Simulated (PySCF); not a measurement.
Choosing a molecule for a target property.

Species are written as SMILES; each is one conformer at its optimised geometry, gas phase, non-relativistic unless stated; the electronic structure was computed with PySCF and density fitting.

The conformers computed, where there is a choice (atom-mapped SMILES and torsion angles):
- `[F:1][SiH2:2][CH2:3][Cl:4]`: F1–Si2–C3–Cl4 180°
- `[CH2:1]=[CH:2]/[C:3]([CH3:4])=[C:5](/[CH3:6])[C:7](=[O:8])[F:9]`: C1–C2–C3–C4 -1°, C3–C5–C7–O8 0°
- `[CH3:1][O:2][CH2:3][C:4]([CH3:5])([CH3:6])[C:7](=[O:8])[Cl:9]`: C1–O2–C3–C4 180°, O2–C3–C4–C5 61°, C3–C4–C7–O8 0°
- `[CH3:1][O:2][CH:3]([O:4][CH3:5])[C@@H:6]([F:7])[C:8](=[O:9])[Cl:10]`: C1–O2–C3–O4 61°, O2–C3–O4–C5 -166°, O2–C3–C6–F7 151°, C3–C6–C8–O9 -106°
- `[CH3:1][C:2](=[S:3])[C:4]1=[C:5]([CH2:6][SiH3:7])[CH2:8][SiH2:9]1`: C1–C2–C4–C5 0°, C4–C5–C6–Si7 91°

Problem. Wanted: dipole moment below 1 D (PBE0/pcSseg-1) and HOMO energy below -7.5 eV (PBE0/pcSseg-1), at GFN2-xTB geometries. Which candidate meets both?
A. `C=C/C(C)=C(/C)C(=O)F`
B. `COC(OC)[C@@H](F)C(=O)Cl`
C. `F[SiH2]CCl`
D. `COCC(C)(C)C(=O)Cl`

Solution. C. Computed values:
```csv
species,dipole moment,HOMO energy
F[SiH2]CCl,0.24 D,-8.41 eV
COCC(C)(C)C(=O)Cl,2.74 D,-7.74 eV
COC(OC)[C@@H](F)C(=O)Cl,3.56 D,-8.07 eV
C=C/C(C)=C(/C)C(=O)F,4.22 D,-7.21 eV
```

Problem. Wanted: smallest rotational constant below 0.75 GHz (GFN2-xTB) and HOMO–LUMO gap below 6 eV (PBE0/pcSseg-1), at GFN2-xTB geometries. Which candidate meets both?
A. `C=C/C(C)=C(/C)C(=O)F`
B. `COCC(C)(C)C(=O)Cl`
C. `CC(=S)C1=C(C[SiH3])C[SiH2]1`
D. `C[C@@H]1OC(=O)OC1(F)F`
E. `F[SiH2]CCl`

Solution. C. Computed values:
| species | smallest rotational constant | HOMO–LUMO gap |
| --- | --- | --- |
| CC(=S)C1=C(C[SiH3])C[SiH2]1 | 0.502 GHz | 3.79 eV |
| COCC(C)(C)C(=O)Cl | 0.684 GHz | 6.79 eV |
| C=C/C(C)=C(/C)C(=O)F | 0.826 GHz | 4.90 eV |
| C[C@@H]1OC(=O)OC1(F)F | 1.215 GHz | 9.84 eV |
| F[SiH2]CCl | 1.681 GHz | 8.25 eV |
